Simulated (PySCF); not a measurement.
## Name the molecule from its bond curve

A diatomic of charge 0 contains Tl. Its quartet curve at PBE in a double-zeta basis (scalar-relativistic core potentials, PySCF), in eV from the separated fragments:

```json
{"R (Å)": "1.976", "E (eV)": "-2.353"}
{"R (Å)": "2.068", "E (eV)": "-2.678"}
{"R (Å)": "2.160", "E (eV)": "-2.861"}
{"R (Å)": "2.229", "E (eV)": "-2.930"}
{"R (Å)": "2.298", "E (eV)": "-2.954"}
{"R (Å)": "2.367", "E (eV)": "-2.945"}
{"R (Å)": "2.459", "E (eV)": "-2.892"}
{"R (Å)": "2.574", "E (eV)": "-2.783"}
{"R (Å)": "2.712", "E (eV)": "-2.614"}
{"R (Å)": "2.896", "E (eV)": "-2.360"}
```

The fit gives ωe = 404 cm⁻¹ and the rotational constant Bₑ = 0.2786 cm⁻¹.

Which atom is the partner?

The minimum lies at 2.310 Å, so the reduced mass is 16.8576 u Å² cm⁻¹/(Bₑ·Re²) = 11.34 u. With Tl at 204.97 u the partner weighs about 12.0 u: C. The molecule is TlC.

These are scalar-relativistic numbers at best; spin–orbit coupling would shift them, the dissociation energy most. The state was picked by a PBE0 search and need not be the measured ground state.
